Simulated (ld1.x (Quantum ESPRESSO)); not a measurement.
**Ge: excitation energies, all-electron against PAW**

ld1.x (Quantum ESPRESSO) 7.5 input, shortened:

```
&input
   title='Ge', zed=32., rel=1, dft='PBE', iswitch=3,
   config='[Ar] 3d10 4s2 4p2'
 /
 &inputp
   pseudotype=3, lpaw=.true., tm=.true., lloc=-2, rcloc=1.30,
   nlcc=.true., new_core_ps=.true., rcore=1.30,
   which_augfun='PSQ', rmatch_augfun_nc=.true.
 /
6
4S  1  0   2.00   0.00  1.40  1.50  0.0
4S  1  0   0.00   0.25  1.40  1.50  0.0
4P  2  1   2.00   0.00  1.70  2.15  0.0
4P  2  1   0.00   0.75  1.70  2.15  0.0
3D  3  2  10.00   0.00  0.95  1.30  0.0
3D  3  2   0.00  -1.70  0.95  1.30  0.0
 &test
   configts(1)='3d10 4s2 4p2'
 /
```

Energies are relative to the spin-unpolarised reference configuration 3d10 4s2 4p2; without spin polarisation the order of configurations can differ from experiment.

Question: Give the all-electron excitation energy and the error of the potential for: 3d10 4s2 4p1; 3d10 4s2 4p0; 3d10 4s1 4p0; 3d9 4s2 4p3; 3d10 4s0 4p0; 3d10 4s2 4p1.5; 3d9 4s2 4p2.

Answer:

```json
{"valence configuration": "3d10 4s2 4p1", "charge": "+1", "ΔE all-electron (eV)": "7.444", "error AE − PS (meV)": "-1.0"}
{"valence configuration": "3d10 4s2 4p0", "charge": "+2", "ΔE all-electron (eV)": "22.883", "error AE − PS (meV)": "-3.5"}
{"valence configuration": "3d10 4s1 4p0", "charge": "+3", "ΔE all-electron (eV)": "57.674", "error AE − PS (meV)": "-12"}
{"valence configuration": "3d9 4s2 4p3", "charge": "0", "ΔE all-electron (eV)": "29.627", "error AE − PS (meV)": "-262"}
{"valence configuration": "3d10 4s0 4p0", "charge": "+4", "ΔE all-electron (eV)": "104.017", "error AE − PS (meV)": "-32"}
{"valence configuration": "3d10 4s2 4p1.5", "charge": "+0.5", "ΔE all-electron (eV)": "2.802", "error AE − PS (meV)": "-0.4"}
{"valence configuration": "3d9 4s2 4p2", "charge": "+1", "ΔE all-electron (eV)": "38.686", "error AE − PS (meV)": "-275"}
```
